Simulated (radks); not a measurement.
The nuclear charge of the nickel ion Ni+ is varied continuously with 27 electrons held in [Ar] 3d9. All-electron calculation, scalar-relativistic Kohn-Sham, LDA (Slater exchange, Perdew-Wang correlation), spin-polarised, spherical densities, point nucleus; open shells are filled with parallel spins first. Program: a radial shooting solver on a logarithmic mesh with Libxc functionals. By the Hellmann-Feynman theorem dE/dZ = E(electron-nucleus)/Z, the electronic potential at the nucleus. The scalar-relativistic energy here is not variational (the density holds large components alone), so the two differ by a part that grows with Z.

Z      E (hartree)  E(electron-nucleus)/Z (hartree)  HOMO  e(HOMO) (eV)  <r> HOMO (bohr)
27.5   -1453.51721                         -126.923    3d        -6.457            1.202
27.75  -1485.47500                         -128.500    3d        -9.470            1.137
28     -1517.82748                         -130.073    3d       -12.839            1.083
28.25  -1550.57359                         -131.642    3d       -16.540            1.036
28.5   -1583.71247                         -133.207    3d       -20.554           0.9958
28.75  -1617.24342                         -134.770    3d       -24.866           0.9596
29     -1651.16592                         -136.331    3d       -29.461           0.9272

The central difference of E at Z = 28 is -130.197 hartree, to compare with the third column; the second derivative is -6.3 hartree.
